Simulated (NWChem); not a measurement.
System: CH₄CdOS; SMILES C[S][Cd][OH]

NWChem input:

```
start job
memory heap 200 mb stack 900 mb global 1100 mb
geometry units angstroms
  Cd    -0.261297     0.499168     0.147479
  O     -1.580481     0.449822     1.588007
  H     -2.095860     1.241626     1.760820
  S      1.189609    -1.334069    -0.322774
  C      1.234411    -1.440385    -2.152578
  H      0.226189    -1.529114    -2.551423
  H      1.795919    -2.341768    -2.379768
  H      1.748911    -0.577125    -2.565756
end
basis spherical
  * library def2-svp
end
ecp
  Cd library def2-ecp
end
dft
  xc pbe0
  iterations 150
end
driver
  maxiter 120
end
task dft optimize
dft
  grid fine
  convergence energy 1d-8 density 1d-7
end
task dft freq numerical
```

Output (shortened):

```
             Northwest Computational Chemistry Package (NWChem) 7.3.0
             --------------------------------------------------------

 C1  symmetry detected

                             Geometry "geometry" -> ""
                             -------------------------

 Output coordinates in angstroms (scale by  1.889725989 to convert to a.u.)

  No.       Tag          Charge          X              Y              Z
 ---- ---------------- ---------- -------------- -------------- --------------
    1 Cd                  48.0000     0.24865473     0.61227961     0.11260189
    2 O                    8.0000    -0.76332481     2.18446738    -0.45478282
    3 H                    1.0000    -0.33296241     3.04211621    -0.41403850
    4 S                   16.0000    -0.71472363    -1.56751851     0.19866156
    5 C                    6.0000     0.58327360    -2.68123893    -0.46188595
    6 H                    1.0000     0.90029742    -2.34987550    -1.44837261
    7 H                    1.0000     0.11809238    -3.65952909    -0.53903935
    8 H                    1.0000     1.42168049    -2.73014222     0.22755331

 Effective nuclear repulsion energy (a.u.)     430.3073126596

                                Z-matrix (autoz)
                                --------

 Units are Angstrom for bonds and degrees for angles

[...]

      ----------------------
      Optimization converged
      ----------------------

  Step       Energy      Delta E   Gmax     Grms     Xrms     Xmax
  ---- ---------------- -------- -------- -------- -------- --------
@   15    -681.18654432 -6.1D-08  0.00003  0.00001  0.00047  0.00104
                                     ok       ok       ok       ok

                                Z-matrix (autoz)
                                --------

 Units are Angstrom for bonds and degrees for angles

[...]

 Rotational Constants
 --------------------
 A=   0.475648 cm-1  (  0.684337 K)
 B=   0.049988 cm-1  (  0.071921 K)
 C=   0.045819 cm-1  (  0.065922 K)

 Temperature                      =   298.15K
 frequency scaling parameter      =   1.0000

 Zero-Point correction to Energy  =   32.309 kcal/mol  (  0.051487 au)
 Thermal correction to Energy     =   36.708 kcal/mol  (  0.058498 au)
 Thermal correction to Enthalpy   =   37.300 kcal/mol  (  0.059441 au)

 Total Entropy                    =   85.360 cal/mol-K
   - Translational                =   41.417 cal/mol-K (mol. weight = 177.9019)
   - Rotational                   =   26.784 cal/mol-K (symmetry #  =        1)
   - Vibrational                  =   17.159 cal/mol-K

 Cv (constant volume heat capacity) =   20.741 cal/mol-K
   - Translational                  =    2.979 cal/mol-K
   - Rotational                     =    2.979 cal/mol-K
   - Vibrational                    =   14.782 cal/mol-K

[normal modes left out]

 ----------------------------------------------------------------------------
 Normal Eigenvalue ||           Projected Infra Red Intensities
  Mode   [cm**-1]  || [atomic units] [(debye/angs)**2] [(KM/mol)] [arbitrary]
 ------ ---------- || -------------- ----------------- ---------- -----------
    1       -0.000 ||    0.002658           0.061         2.591       1.542
    2       -0.000 ||    0.000128           0.003         0.125       0.075
    3        0.000 ||    0.000041           0.001         0.040       0.024
    4        0.000 ||    0.000017           0.000         0.016       0.010
    5        0.000 ||    0.001779           0.041         1.734       1.032
    6        0.000 ||    0.000313           0.007         0.305       0.182
    7       90.332 ||    0.009289           0.214         9.056       5.388
    8      104.835 ||    0.006532           0.151         6.368       3.789
    9      133.054 ||    0.011009           0.254        10.732       6.386
   10      157.431 ||    0.087019           2.008        84.831      50.477
   11      182.300 ||    0.003190           0.074         3.110       1.851
   12      353.097 ||    0.007944           0.183         7.744       4.608
   13      609.805 ||    0.085614           1.975        83.460      49.661
   14      723.681 ||    0.003399           0.078         3.314       1.972
   15      771.702 ||    0.061281           1.414        59.740      35.547
   16      956.955 ||    0.006691           0.154         6.523       3.881
   17      970.072 ||    0.009857           0.227         9.609       5.718
   18     1335.889 ||    0.016499           0.381        16.084       9.571
   19     1453.081 ||    0.007838           0.181         7.641       4.546
   20     1455.863 ||    0.009295           0.214         9.062       5.392
   21     3067.410 ||    0.025266           0.583        24.631      14.656
   22     3177.472 ||    0.001723           0.040         1.680       1.000
   23     3179.320 ||    0.003568           0.082         3.478       2.070
   24     3888.780 ||    0.052795           1.218        51.468      30.625
 ----------------------------------------------------------------------------
```

Level: PBE0/def2-SVP with def2 effective core potentials on Cd. def2 effective core potentials on Cd; no spin-orbit coupling.
